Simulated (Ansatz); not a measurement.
A nudged elastic band was laid between two geometries of C$_{2}$H$_{7}$BrOSi (12 atoms, charge 0, multiplicity 1).

Theory: RKS B3LYP/def2-SVP in Ansatz 0.2.0.

* movable images: 5
* climbing image: yes
* spring: 5.0 eV/Å²
* optimiser: quadratic models (default)
* start path: through a guess of the saddle point
* force threshold: 0.5 eV/Å
* iteration limit: 60
* end points: relaxed

Initial state:

```xyz
12
Properties=species:S:1:pos:R:3
O -0.407 -0.541 1.952
C -0.739 0.558 1.104
Si 0.489 0.663 -0.348
C 0.409 -0.945 -1.350
Br -1.316 -1.108 -2.297
H 0.411 -0.324 2.418
H -1.749 0.362 0.707
H -0.808 1.515 1.658
H 0.243 1.837 -1.234
H 1.870 0.759 0.226
H 1.193 -1.014 -2.116
H 0.480 -1.817 -0.686
```

Final state:

```xyz
12
Properties=species:S:1:pos:R:3
O -1.722 0.308 1.302
C -0.326 0.542 1.362
Si 0.507 0.735 -0.342
C 0.634 -0.945 -1.234
Br -1.114 -1.872 -1.339
H -1.874 -0.494 0.780
H -0.181 1.487 1.915
H 0.211 -0.230 1.954
H -0.258 1.676 -1.207
H 1.913 1.223 -0.177
H 0.981 -0.846 -2.272
H 1.305 -1.639 -0.709
```

Problem. Which bonds break or form, and what moves?

Solution. No bond is made or broken. The dihedral H7–C2–Si3–H9 goes from 66 to -71°.

Problem. What energy profile does the band end with?

Solution. It converged. The highest image is number 3 of 0 to 6, 4.8 kcal/mol above the first end and 5.4 kcal/mol above the last; the last end lies 0.6 kcal/mol below the first. The threshold of 0.5 eV/Å is loose, so the images may lie well off the minimum-energy path. The order of the stationary point at the top wasn't checked.

```json
{"image": "0", "path coordinate (Å)": "0.00", "energy (kcal/mol)": "0.0", "dihedral H7–C2–Si3–H9 (°)": "66"}
{"image": "1", "path coordinate (Å)": "0.93", "energy (kcal/mol)": "1.1", "dihedral H7–C2–Si3–H9 (°)": "42"}
{"image": "2", "path coordinate (Å)": "1.87", "energy (kcal/mol)": "3.6", "dihedral H7–C2–Si3–H9 (°)": "17"}
{"image": "3", "path coordinate (Å)": "2.80", "energy (kcal/mol)": "4.8", "dihedral H7–C2–Si3–H9 (°)": "-8"}
{"image": "4", "path coordinate (Å)": "3.73", "energy (kcal/mol)": "3.6", "dihedral H7–C2–Si3–H9 (°)": "-28"}
{"image": "5", "path coordinate (Å)": "4.66", "energy (kcal/mol)": "0.8", "dihedral H7–C2–Si3–H9 (°)": "-50"}
{"image": "6", "path coordinate (Å)": "5.59", "energy (kcal/mol)": "-0.6", "dihedral H7–C2–Si3–H9 (°)": "-71"}
```

Problem. What is the geometry of the highest image?

Solution. 
```xyz
12
Properties=species:S:1:pos:R:3
O -1.186 -0.552 1.495
C -0.580 0.707 1.214
Si 0.393 0.774 -0.451
C 0.597 -0.961 -1.202
Br -1.104 -1.723 -1.840
H -0.500 -1.147 1.830
H -1.395 1.451 1.170
H 0.079 1.042 2.039
H -0.279 1.656 -1.449
H 1.772 1.308 -0.213
H 1.263 -0.932 -2.077
H 1.018 -1.677 -0.482
```

The run took 81 s on 2 threads of Intel(R) Xeon(R) Platinum 8375C CPU @ 2.90GHz (Ice Lake), with other jobs on the host, peak memory 0.38 GiB.
